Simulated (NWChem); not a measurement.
System: MoN2H2BrCl; SMILES [NH]=[Mo](=[NH])([Cl])[Br]

The following NWChem deck was run.

```
start job
memory heap 200 mb stack 900 mb global 1100 mb
geometry units angstroms noautoz
  Mo     0.238516    -0.429304     0.000000
  N      1.189077    -0.735854     1.386444
  H      2.042808    -1.006710     1.873652
  N      1.189077    -0.735854    -1.386444
  H      2.042808    -1.006710    -1.873652
  Cl    -1.507867    -1.902722     0.000000
  Br    -0.299775     1.941743     0.000000
end
basis spherical
  * library def2-svp
end
ecp
  Mo library def2-ecp
end
dft
  xc m06-l
  grid fine
  iterations 150
  mulliken
end
task dft gradient
```

Excerpt of the output:

```
             Northwest Computational Chemistry Package (NWChem) 7.3.0
             --------------------------------------------------------

 CS  symmetry detected

                             Geometry "geometry" -> ""
                             -------------------------

 Output coordinates in angstroms (scale by  1.889725989 to convert to a.u.)

  No.       Tag          Charge          X              Y              Z
 ---- ---------------- ---------- -------------- -------------- --------------
    1 Mo                  42.0000     0.31168905    -0.46169218     0.00000000
    2 N                    7.0000     1.27683747    -0.71865065     1.38644400
    3 H                    1.0000     2.14343880    -0.94497281     1.87365200
    4 N                    7.0000     1.27683747    -0.71865065    -1.38644400
    5 H                    1.0000     2.14343880    -0.94497281    -1.87365200
    6 Cl                  17.0000    -1.35612195    -2.02349262     0.00000000
    7 Br                  35.0000    -0.34855626     1.87832859     0.00000000

 Effective nuclear repulsion energy (a.u.)     910.2100167459

      Symmetry information
      --------------------

 Group name             Cs
 Group number              2
 Group order               2
 No. of unique centers     5

                                 NWChem DFT Module
                                 -----------------

 Summary of "ao basis" -> "ao basis" (spherical)
 ------------------------------------------------------------------------------
       Tag                 Description            Shells   Functions and Types
 ---------------- ------------------------------  ------  ---------------------
 Mo                         def2-svp                11       31   5s3p2d1f
 N                          def2-svp                 6       14   3s2p1d
 H                          def2-svp                 3        5   2s1p
 Cl                         def2-svp                 8       18   4s3p1d
 Br                         def2-svp                12       32   5s4p3d

      Symmetry analysis of basis
      --------------------------

        a'         75
        a"         44

            General Information
            -------------------
          SCF calculation type: DFT
          Wavefunction type:  closed shell.
          No. of atoms     :     7
          No. of electrons :    82
           Alpha electrons :    41
            Beta electrons :    41
          Charge           :     0
          Spin multiplicity:     1
          Use of symmetry is: on ; symmetry adaption is: on
          Maximum number of iterations: 150
          AO basis - number of functions:   119
                     number of shells:    49
          Convergence on energy requested:  1.00D-06
          Convergence on density requested:  1.00D-05
          Convergence on gradient requested:  5.00D-04

              XC Information
              --------------
                        M06-L Method XC Functional
                         M06-L Exchange Functional  1.000
                       M06-L Correlation Potential  1.000

             Grid Information
             ----------------
          Grid used for XC integration:  fine
          Radial quadrature: Mura-Knowles
          Angular quadrature: Lebedev.
          Tag              B.-S. Rad. Rad. Pts. Rad. Cut. Ang. Pts.
          ---              ---------- --------- --------- ---------
          Mo                  1.45      141          10.0       974
          N                   0.65       70          10.0       590
          H                   0.35       60          11.0       590
          Cl                  1.00      123          11.0       770
          Br                  1.15      140          11.0       974
          Grid pruning is: on
          Number of quadrature shells:   534
          Spatial weights used:  Erf1

      Superposition of Atomic Density Guess
      -------------------------------------

 Sum of atomic energies:       -3218.18823686

      Non-variational initial energy
      ------------------------------

 Total energy =   -3209.126252
 1-e energy   =   -5384.898057
 2-e energy   =    1721.613752
 HOMO         =      -0.363175
 LUMO         =      -0.053684

      Symmetry analysis of molecular orbitals - initial
      -------------------------------------------------

  Numbering of irreducible representations:

     1 a'          2 a"

  Orbital symmetries:

     1 a'          2 a'          3 a'          4 a'          5 a'
     6 a"          7 a'          8 a"          9 a'         10 a'
    11 a'         12 a"         13 a'         14 a'         15 a"
    16 a'         17 a'         18 a"         19 a'         20 a"
    21 a'         22 a'         23 a"         24 a'         25 a'
    26 a'         27 a"         28 a'         29 a'         30 a'
    31 a"         32 a'         33 a"         34 a'         35 a'
    36 a"         37 a'         38 a'         39 a"         40 a'
    41 a"         42 a'         43 a"         44 a'         45 a'
    46 a'         47 a"         48 a"         49 a'         50 a'
    51 a"

     ---------------------------------------------
      Total Density - Mulliken Population Analysis
     ---------------------------------------------

    Atom       Charge   Shell Charges
 -----------   ------   -------------------------------------------------------
    1 Mo  14    11.68  -0.39  1.55  0.87  0.30  0.05  5.94  0.36  0.15  2.31  0.47  0.07
    2 N    7     7.97   1.99  1.10  0.57  2.61  1.69  0.01
    3 H    1     0.74   0.58  0.12  0.04
    4 N    7     7.97   1.99  1.10  0.57  2.61  1.69  0.01
    5 H    1     0.74   0.58  0.12  0.04
    6 Cl  17    17.46   2.00  1.99  1.23  0.72  5.94  2.18  3.39  0.01
    7 Br  35    35.44   2.00  2.00  2.00  1.37  0.58  6.00  5.99  2.41  3.09  8.23  1.73  0.05

   convergence    iter        energy       DeltaE   RMS-Dens  Diis-err
 ---------------- ----- ----------------- --------- --------- ---------
 d= 0,ls=0.0,diis     1  -3212.4342347747 -3.67D+03  4.09D-02  2.89D+00
 d= 0,ls=0.5,diis     2  -3206.1004746631  6.33D+00  1.71D-02  4.49D+01
 d= 0,ls=0.5,diis     3  -3210.0657042100 -3.97D+00  6.70D-03  2.23D+01
 d= 0,ls=0.5,diis     4  -3211.4545716017 -1.39D+00  5.51D-03  1.17D+01
 d= 0,ls=0.5,diis     5  -3212.2590455055 -8.04D-01  4.28D-03  4.59D+00
 d= 0,ls=0.5,diis     6  -3212.6457299958 -3.87D-01  2.95D-03  1.17D+00
 d= 0,ls=0.5,diis     7  -3212.7698297109 -1.24D-01  1.68D-03  1.59D-01
  Resetting Diis
 d= 0,ls=0.5,diis     8  -3212.7936980661 -2.39D-02  9.33D-04  8.99D-03
 d= 0,ls=0.5,diis     9  -3212.7940688646 -3.71D-04  8.19D-04  3.65D-03
 d= 0,ls=0.5,diis    10  -3212.7952657534 -1.20D-03  4.26D-04  1.25D-03
 d= 0,ls=0.5,diis    11  -3212.7956951228 -4.29D-04  2.84D-04  1.19D-03
 d= 0,ls=0.5,diis    12  -3212.7959406156 -2.45D-04  1.71D-04  1.76D-04
 d= 0,ls=0.5,diis    13  -3212.7960184599 -7.78D-05  9.96D-05  1.00D-04
 d= 0,ls=0.5,diis    14  -3212.7960544509 -3.60D-05  6.83D-05  7.60D-05
 d= 0,ls=0.5,diis    15  -3212.7960750224 -2.06D-05  4.83D-05  3.99D-05
 d= 0,ls=0.5,diis    16  -3212.7960858040 -1.08D-05  3.46D-05  1.98D-05
 d= 0,ls=0.5,diis    17  -3212.7960913009 -5.50D-06  2.50D-05  1.09D-05
 d= 0,ls=0.5,diis    18  -3212.7960941998 -2.90D-06  1.81D-05  6.30D-06
 d= 0,ls=0.5,diis    19  -3212.7960957656 -1.57D-06  1.32D-05  3.79D-06
 d= 0,ls=0.5,diis    20  -3212.7960966181 -8.52D-07  9.72D-06  2.27D-06

         Total DFT energy =    -3212.796097108533
      One electron energy =    -5389.754282665427
           Coulomb energy =     1864.732007190867
    Exchange-Corr. energy =     -141.931875389717
 Nuclear repulsion energy =      454.158053755744

 Numeric. integr. density =       81.999999609343

                  Occupations of the irreducible representations
                  ----------------------------------------------

                     irrep           alpha         beta
                     --------     --------     --------
                     a'               28.0         28.0
                     a"               13.0         13.0

                       DFT Final Molecular Orbital Analysis
                       ------------------------------------

 Vector   39  Occ=2.000000D+00  E=-2.728258D-01  Symmetry=a"
              MO Center= -1.1D-01, -9.9D-01,  5.6D-14, r^2= 4.7D+00
   Bfn.  Coefficient  Atom+Function         Bfn.  Coefficient  Atom+Function
  ----- ------------  ---------------      ----- ------------  ---------------
    82      0.444505  6 Cl pz                79      0.322037  6 Cl pz
   104     -0.202713  7 Br pz                35     -0.194413  2 N  px
    54      0.194413  4 N  px                76      0.186825  6 Cl pz
   101     -0.181284  7 Br pz                37      0.156695  2 N  pz
    56      0.156695  4 N  pz                18     -0.154163  1 Mo d  1

[...]

                         DFT ENERGY GRADIENTS

    atom               coordinates                        gradient
                 x          y          z           x          y          z
   1 Mo      0.589007  -0.872472   0.000000    0.007246  -0.002656   0.000000
   2 N       2.412873  -1.358053   2.619999   -0.006364   0.001717  -0.011552
   3 H       4.050512  -1.785740   3.540689   -0.000831   0.000245  -0.000374
   4 N       2.412873  -1.358053  -2.619999   -0.006364   0.001717   0.011552
   5 H       4.050512  -1.785740  -3.540689   -0.000831   0.000245   0.000374
   6 Cl     -2.562699  -3.823847   0.000000    0.005030   0.003917   0.000000
   7 Br     -0.658676   3.549526   0.000000    0.002114  -0.005185   0.000000
```

Level: M06-L/def2-SVP with def2 effective core potentials on Mo. All runs use the structure optimised with PBE0/def2-SVP. Not confirmed as a minimum by frequencies. def2 effective core potentials on Mo; no spin-orbit coupling.
